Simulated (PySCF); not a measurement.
**Core-level binding energies of `CNP1(=N[SiH3])C=CC=C1`**

Species: C5H11N2PSi.
Geometry (PBE0-D3(BJ)/def2-SVP, Å), atoms numbered from 1 in this order:
```
atom  x, y, z in Å
C1    -2.3424   -1.3806    0.5949
N2    -0.9209   -1.6102    0.5152
P3     0.1860   -0.4065    0.1756
N4     1.5820   -1.0554   -0.0356
Si5    3.1444   -0.4964   -0.4175
C6    -0.4529    0.7011   -1.1347
C7    -0.7415    1.9003   -0.6054
C8    -0.5174    2.0028    0.8596
C9    -0.0575    0.8842    1.4416
H10   -2.8258   -2.1938    1.1565
H11   -2.8416   -1.2938   -0.3883
H12   -2.5337   -0.4476    1.1475
H13   -0.6084   -2.5166    0.1804
H14    3.6963    0.4722    0.5925
H15    3.2218    0.2043   -1.7475
H16    4.0906   -1.6537   -0.4797
H17   -0.5194    0.4397   -2.1917
H18   -1.0926    2.7615   -1.1808
H19   -0.7065    2.9393    1.3918
H20    0.1817    0.7615    2.4986
```

Computed with delta-SCF UKS SCAN, pcX-2 on the ionised atom, pcseg-1 elsewhere, spin-free X2C (PySCF 2.14.0). Vertical ΔSCF values, vacuum level as zero.

Question: Give the core binding energies atom by atom.

Answer: 
```tsv
atom(s)	bonded to	level	binding energy (eV)	2p1/2 (eV)	above the level's lowest (eV)	count
Si5	N and 3 H	Si 2p3/2	106.02	106.65	0.00	1
P3	N (double bond), N and 2 C	P 2p3/2	137.85	138.74	0.00	1
C6/C9	C (double bond), H and P	C 1s	289.98	–	0.00	2
C7/C8	C (double bond), C and H	C 1s	290.75	–	+0.77	2
C1	N and 3 H	C 1s	291.93	–	+1.95	1
N4	P (double bond) and Si	N 1s	402.33	–	0.00	1
N2	C, H and P	N 1s	404.98	–	+2.65	1
Si5	N and 3 H	Si 1s	1845.96	–	0.00	1
P3	N (double bond), N and 2 C	P 1s	2151.94	–	0.00	1
```

Lowest listed C 1s: C6/C9, bonded to C (double bond), H and P. Highest, 1.95 eV above it: C1, bonded to N and 3 H. The widest gap between neighbouring values is 1.18 eV, between 290.75 and 291.93 eV. Summing the Pauling electronegativity differences to the bonded atoms, each weighted by its formal bond order, gives -0.71 for the lowest site and -0.56 for the highest; the largest sum, -0.35, belongs to C7/C8, 1.18 eV below the top.

Lowest listed N 1s: N4, bonded to P (double bond) and Si. Highest, 2.65 eV above it: N2, bonded to C, H and P. Summing the Pauling electronegativity differences to the bonded atoms, each weighted by its formal bond order, gives -2.84 for the lowest site and -2.18 for the highest.

Question: What is the longest wavelength that can ionise N 1s of N4 vertically?

Answer: λ = hc/E = 12398.42 eV Å / 402.33 eV = 30.817 Å.

Topologically equivalent atoms share the value of their first member; where this conformer doesn't relate them by symmetry, their own values could differ. Spin contamination (⟨S²⟩ against 0.75 for a pure doublet) is marked for C 1s of C6/C9 (0.85) and C 1s of C7/C8 (0.91), which makes these values less certain. Spin–orbit and ligand-field terms were added within each 2p shell after the spin-free SCF. 2p1/2 minus 2p3/2 (ligand field included): P 0.89 eV, Si 0.62 eV. Isolated species at its PBE0-D3(BJ)/def2-SVP geometry (one conformer only).

Time: 3.6 min; peak memory 0.63 GiB. Hardware: an Arm Neoverse V1 with one thread (shared host).
